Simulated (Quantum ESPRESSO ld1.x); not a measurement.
All-electron atom: Rh2+ in [Kr] 4d7 (the NIST ground configuration).

Calculated with ld1.x of Quantum ESPRESSO 7.5: Dirac Kohn-Sham, Wu-Cohen GGA, spin-unpolarised, spherical densities, point nucleus; open shells fill j = l - 1/2 first.

Energy parts (eV):
total: -130163
kinetic: 135703
electron-nucleus: -314262
Hartree: 52139
exchange-correlation: -3743

Orbitals (lengths in bohr, moments of r in powers of bohr):
| orbital | occ. | eigenvalue (eV) | <r^4> | <r^2> | small-component weight |
|---|---|---|---|---|---|
| 1s1/2 | 2 | -23043.9 | 5.369e-06 | 0.001438 | 2.71e-02 |
| 2s1/2 | 2 | -3357.97 | 0.0009684 | 0.02369 | 5.62e-03 |
| 2p1/2 | 2 | -3111.30 | 0.0006351 | 0.01777 | 5.63e-03 |
| 2p3/2 | 4 | -2966.66 | 0.0007234 | 0.01911 | 5.42e-03 |
| 3s1/2 | 2 | -617.161 | 0.04704 | 0.1748 | 1.55e-03 |
| 3p1/2 | 2 | -520.561 | 0.04733 | 0.1709 | 1.50e-03 |
| 3p3/2 | 4 | -495.680 | 0.05260 | 0.1804 | 1.44e-03 |
| 3d3/2 | 4 | -324.396 | 0.05005 | 0.1624 | 1.33e-03 |
| 3d5/2 | 6 | -319.490 | 0.05177 | 0.1653 | 1.31e-03 |
| 4s1/2 | 2 | -103.291 | 1.768 | 1.083 | 3.80e-04 |
| 4p1/2 | 2 | -73.8412 | 2.556 | 1.274 | 3.28e-04 |
| 4p3/2 | 4 | -69.8828 | 2.867 | 1.348 | 3.12e-04 |
| 4d3/2 | 4 | -25.9580 | 11.45 | 2.462 | 1.86e-04 |
| 4d5/2 | 3 | -25.5113 | 11.98 | 2.518 | 1.82e-04 |
| 4f5/2 | 0 | -3.9698 | 4767 | 54.08 | 6.54e-06 |
| 4f7/2 | 0 | -3.9696 | 4768 | 54.09 | 6.53e-06 |
| 5s1/2 | 0 | -19.5712 | 95.06 | 7.963 | 5.95e-05 |
| 5p1/2 | 0 | -13.8915 | 196.0 | 11.37 | 4.21e-05 |
| 5p3/2 | 0 | -13.5026 | 214.9 | 11.92 | 4.04e-05 |
| 5d3/2 | 0 | -6.8681 | 1180 | 27.80 | 2.11e-05 |
| 5d5/2 | 0 | -6.8300 | 1206 | 28.12 | 2.11e-05 |

The highest occupied level is 4d5/2 at -25.511 eV. The density falls to 0.001 e/bohr^3 at r = 3.42 bohr.
